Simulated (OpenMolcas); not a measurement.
Computed levels of C+

- Program: OpenMolcas
- Method: SS-CASPT2, IPEA 0.25 Eh, imaginary shift 0.1 Eh (closed shells correlated: 1s)
- Basis: ANO-RCC-VTZP [4s3p2d1f]
- Scalar Hamiltonian: DKH2, point nucleus
- Active space: 3 electrons in 8 orbitals (2s 2p 3s 3p)
- State averaging: 2S+1 = 4 odd, 1 root; 2S+1 = 2 odd, 11 roots; 2S+1 = 4 even, 3 roots; 2S+1 = 2 even, 9 roots
- Spin-orbit coupling: RASSI with atomic mean-field integrals over the reference wave functions, term energies averaged over their components

Spin-free terms above the lowest, with the occupations of the reference (each correlating shell added to its valence partner):

| Configuration | Term | E (cm-1) | Occupations |
| --- | --- | --- | --- |
| 2s2 2p | 2P* | 0.0 | 2s 1.91 2p 1.09 |
| 2s 2p2 | 4P | 41700 | 2s 1.00 2p 2.00 |
| 2s 2p2 | 2D | 74830 | 2s 1.00 2p 2.00 |
| 2s 2p2 | 2S | 97120 | 2s 1.02 2p 1.98 |
| 2s 2p2 | 2P | 111910 | 2s 1.00 2p 2.00 |
| 2p3 | 4S* | 141130 | 2p 3.00 |

With spin-orbit coupling, above the lowest level:

| Configuration | Term | J | E (cm-1) | Measured (cm-1) | g | Term weight % |
| --- | --- | --- | --- | --- | --- | --- |
| 2s2 2p | 2P* | 1/2 | 0.0 | 0.0 | 0.666 | 100 |
| 2s2 2p | 2P* | 3/2 | 58.7 | 63.4 | 1.334 | 100 |
| 2s 2p2 | 4P | 1/2 | 41700 | 43003 | 2.671 | 100 |
| 2s 2p2 | 4P | 3/2 | 41720 | 43025 | 1.735 | 100 |
| 2s 2p2 | 4P | 5/2 | 41760 | 43054 | 1.601 | 100 |
| 2s 2p2 | 2D | 3/2 | 74870 | 74933 | 0.800 | 100 |
| 2s 2p2 | 2D | 5/2 | 74870 | 74930 | 1.200 | 100 |
| 2s 2p2 | 2S | 1/2 | 97160 | 96494 | 2.002 | 100 |
| 2s 2p2 | 2P | 1/2 | 111920 | 110624 | 0.666 | 100 |
| 2s 2p2 | 2P | 3/2 | 111960 | 110666 | 1.334 | 100 |
| 2p3 | 4S* | 3/2 | 141170 | 142027 | 2.002 | 100 |

Against the 10 measured excited levels shown (NIST Handbook of Basic Atomic Spectroscopic Data) the mean absolute deviation is 810 cm-1; the largest miss in energy is 2s 2p2 4P 3/2: computed 41720, measured 43025 cm-1 (-3.0 %), and the largest in proportion 2s2 2p 2P* 3/2 (-7.5 %).

Spin-orbit coupling puts the lowest level 39.1 cm-1 below the lowest spin-free term.

The run also gave levels led by 2s2 3p, which use shells meant for correlation; these and all levels above them are left out. Measured partners are found by configuration, term and J. A level has none where our copy of the source lacks it or the pairing is in doubt (some pairs that miss far off the trend of their configuration count as doubtful), and it then counts in no deviation. Levels of configurations outside the active space are missing. The first state left out of the spin-orbit step lies near 190000 cm-1 above the lowest spin-free state of the reference (among the parities and spins computed), and the list stops at four fifths of that energy or lower.

The term weight is that of the spin-free term in the level, not the purity of its configuration. * marks odd parity.
